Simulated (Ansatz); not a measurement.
`[SiH3][O][AlH][Br]` + CH₃OH → `C[O][AlH][Br]` + `O[SiH3]` at 400 K and 1 bar (ligand exchange at the Al–O bond).

Calculated with Ansatz (gas phase, PBE0-D4/def2-TZVP geometries, no zero-point term in ΔE). CCSD(T)/CBS is the MP2 limit (def2-TZVPP, def2-QZVPP) plus CCSD(T) − MP2 in def2-TZVPP, frozen cores. This one scheme is used for every species. For Br outer-core shells are correlated without core-valence functions, which leaves a few kJ/mol of doubt a bond. Scalar relativity is left out up to krypton. One conformer a species, not always the lowest.

```json
{"species": "`[SiH3][O][AlH][Br]`", "CCSD(T)/CBS energy (Eh)": "-3182.15432", "H − E (kJ/mol)": "131.5", "S (J/(mol·K))": "411.9"}
{"species": "CH₃OH", "CCSD(T)/CBS energy (Eh)": "-115.61712", "H − E (kJ/mol)": "151.2", "S (J/(mol·K))": "252.6"}
{"species": "`C[O][AlH][Br]`", "CCSD(T)/CBS energy (Eh)": "-2931.07194", "H − E (kJ/mol)": "160.9", "S (J/(mol·K))": "372.3"}
{"species": "`O[SiH3]`", "CCSD(T)/CBS energy (Eh)": "-366.69042", "H − E (kJ/mol)": "120.0", "S (J/(mol·K))": "276.4"}
```

H − E and S are ideal-gas, rigid-rotor, harmonic terms from PBE0-D4/def2-TZVP, for one conformer and one mirror image of each species. 1 Eh = 2625.50 kJ/mol, R = 8.31446 J/(mol·K).

Question: By hand: ΔE, ΔH, ΔS and ΔG.

Answer: ΔE = (-2931.07194) + (-366.69042) − (-3182.15432) − (-115.61712) = 0.00908 Eh = 23.8 kJ/mol. Δ(H − E) = 160.9 + 120.0 − 131.5 − 151.2 = -1.8, so ΔH = 22.0 kJ/mol. ΔS = 372.3 + 276.4 − 411.9 − 252.6 = -15.8 J/(mol·K). ΔG = 22.0 − 400 × (-15.8)/1000 = 28.3 kJ/mol.

Question: By hand: the equilibrium constant, and the temperature at which ΔG would vanish if ΔH and ΔS stayed fixed.

Answer: log₁₀ K = −ΔG/(RT ln 10) = -3.7. ΔH and −TΔS have one sign here, so there is no such temperature.

ΔH outweighs TΔS. A doubt of 5 kJ/mol in ΔE shifts log₁₀ K by 0.7 here. Other conformers and mirror images would add mixing entropy, several J/(mol·K) or more a flexible species. Modes under 60 cm⁻¹, often nearly free rotors, make the harmonic entropy too high. These are equilibria of isolated gas molecules and say nothing of rates. Largest T1 diagnostic: 0.011 (customary marks: 0.02 for closed shells, 0.045 for open ones).
